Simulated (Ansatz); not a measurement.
Geometry optimisation, Ansatz 0.2.0, RKS r2SCANh-D4/6-31G*.

Input file:

```yaml
crystal:
  periodic: [false, false, false]
  atoms:
    - { symbol: C, position_ang: [-1.9652, -2.0604, -0.172] }
    - { symbol: C, position_ang: [-0.9072, -1.2197, 0.4826] }
    - { symbol: C, position_ang: [-0.5298, -0.004, -0.3771] }
    - { symbol: Si, position_ang: [0.913, 1.0714, 0.3403] }
    - { symbol: "N", position_ang: [1.39914, 0.48418, 1.81666] }
    - { symbol: "N", position_ang: [0.48131, 2.55968, 0.78604] }
    - { symbol: H, position_ang: [-2.8811, -1.3983, -0.3229] }
    - { symbol: H, position_ang: [-1.6553, -2.3738, -1.1677] }
    - { symbol: H, position_ang: [-2.2838, -2.8573, 0.479] }
    - { symbol: H, position_ang: [-0.0386, -1.8737, 0.6686] }
    - { symbol: H, position_ang: [-1.2559, -0.8903, 1.4946] }
    - { symbol: H, position_ang: [-0.1635, -0.35, -1.3367] }
    - { symbol: H, position_ang: [-1.4334, 0.644, -0.5461] }
    - { symbol: H, position_ang: [2.09276, 1.05598, -0.60546] }
    - { symbol: H, position_ang: [1.60238, -0.50352, 1.75536] }
    - { symbol: H, position_ang: [2.34318, 0.92652, 2.03069] }
    - { symbol: H, position_ang: [1.322, 3.05656, 1.11556] }
    - { symbol: H, position_ang: [-0.08988, 2.45654, 1.5985] }
basis:
  gaussian: { orbitals: "6-31G*" }
hamiltonian:
  xc: r2scanh
  dispersion: d4
relax:
  f_tol: 0.015
  max_steps: 40
```

Launched with:

```bash
$ ansatz run input.yaml --threads 2 --pin off --max-ram 3072MiB --backend cpu --events-out ev --progress --plain --runs-dir out
```

Question: Where does it end, and by what steps?

Answer: The run converged. After 34 steps the energy has fallen by 1.201 eV; H17 moved furthest, 1.49 Å.

```
step  energy less start (eV)  largest force component (eV/Å)  accepted
   0                  0.0000                           4.912       yes
   2                 -1.0592                           0.613       yes
   4                 -1.1170                           0.176       yes
   6                 -1.1242                           0.267       yes
   8                 -1.1162                           0.747        no
  10                 -1.1281                           0.029       yes
  12                 -1.1349                           0.126       yes
  14                 -1.1520                           0.225       yes
  16                 -1.1676                           0.285       yes
  18                 -1.1785                           0.072       yes
  20                 -1.1830                           0.054       yes
  22                 -1.1851                           0.073       yes
  24                 -1.1860                           0.022       yes
  26                 -1.1868                           0.026       yes
  28                 -1.1763                           1.013        no
  30                 -1.1995                           0.063       yes
  32                 -1.2012                           0.030       yes
  34                 -1.2014                           0.008       yes
```

```xyz
18
Properties=species:S:1:pos:R:3
C -1.912 -2.090 -0.344
C -0.638 -1.430 0.176
C -0.672 0.101 0.078
Si 0.927 0.947 0.600
N 1.146 0.560 2.268
N 1.003 2.667 0.496
H -2.787 -1.743 0.216
H -2.075 -1.840 -1.399
H -1.867 -3.181 -0.260
H 0.226 -1.816 -0.382
H -0.482 -1.732 1.221
H -0.883 0.390 -0.963
H -1.507 0.492 0.676
H 1.992 0.500 -0.356
H 0.874 -0.348 2.616
H 1.972 0.896 2.744
H 1.274 3.111 -0.369
H 0.357 3.239 1.021
```

Whether the end is a true minimum wasn't checked by a vibrational analysis.

Time of the run: 3.9 min on 2 threads of Arm Neoverse V2, with other jobs on the host, peak memory 0.34 GiB.
